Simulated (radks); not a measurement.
Problem. The mean radii <r> (bohr) of the occupied orbitals of an atom or ion are listed with their occupations. Calculated with a radial shooting solver on a logarithmic mesh with Libxc functionals: Dirac Kohn-Sham, PBEsol, spin-unpolarised, spherical densities, point nucleus.

| orbital | occ. | <r> |
|---|---|---|
| 1s1/2 | 2 | 0.01579 |
| 2s1/2 | 2 | 0.06577 |
| 2p1/2 | 2 | 0.05389 |
| 2p3/2 | 4 | 0.06294 |
| 3s1/2 | 2 | 0.1710 |
| 3p1/2 | 2 | 0.1616 |
| 3p3/2 | 4 | 0.1780 |
| 3d3/2 | 4 | 0.1545 |
| 3d5/2 | 6 | 0.1595 |
| 4s1/2 | 2 | 0.3770 |
| 4p1/2 | 2 | 0.3778 |
| 4p3/2 | 4 | 0.4126 |
| 4d3/2 | 4 | 0.4162 |
| 4d5/2 | 6 | 0.4273 |
| 5s1/2 | 2 | 0.8314 |
| 4f5/2 | 6 | 0.4381 |
| 4f7/2 | 8 | 0.4442 |
| 5p1/2 | 2 | 0.8850 |
| 5p3/2 | 4 | 0.9748 |
| 5d3/2 | 4 | 1.205 |
| 5d5/2 | 6 | 1.247 |
| 6s1/2 | 2 | 2.070 |
| 6p1/2 | 1 | 2.431 |

Name the element and its charge. Open shells, if any, fill j = l - 1/2 first.

Solution. Z = 83, bismuth, charge +2: Bi2+ in [Hg] 6p1. The 1s radius gives Z: for a bare nucleus <r> = (2 gamma + 1)/(2Z) with gamma = sqrt(1 - (Z/c)^2), 0.01561 bohr for Z = 83, and screening makes it slightly larger (0.01579 here). The occupations add up to 81, and the charge is Z minus that.
